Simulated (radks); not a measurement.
Results of a calculation; reference values are marked as such.
Q: All-electron atom: K X in [Ne] (the NIST ground configuration). Level of theory: scalar-relativistic Kohn-Sham, r2SCAN, spin-polarised, spherical densities, finite nucleus; meta-GGA in the generalised Kohn-Sham scheme; Fermi nuclear charge, rms radius 3.4349 fm (a radial shooting solver on a logarithmic mesh with Libxc functionals). Some entries of the table are withheld. Estimate them.

| orbital | occ. | eigenvalue (eV) | r(max) (bohr) | <1/r> (bohr^-1) |
|---|---|---|---|---|
| 1s | 2 | -3745.193 | 0.05302 | (1) |
| 2s | 2 | -552.0230 | 0.3158 | 3.860 |
| 2p | 6 | -477.7060 | 0.2603 | 3.757 |
| 3s | 0 | (2) | 0.9614 | 1.375 |
| 3p | 0 | -158.8603 | 0.9737 | 1.304 |

A: 
(1) 1s <1/r> (bohr^-1): 18.72
(2) 3s eigenvalue (eV): -178.4449
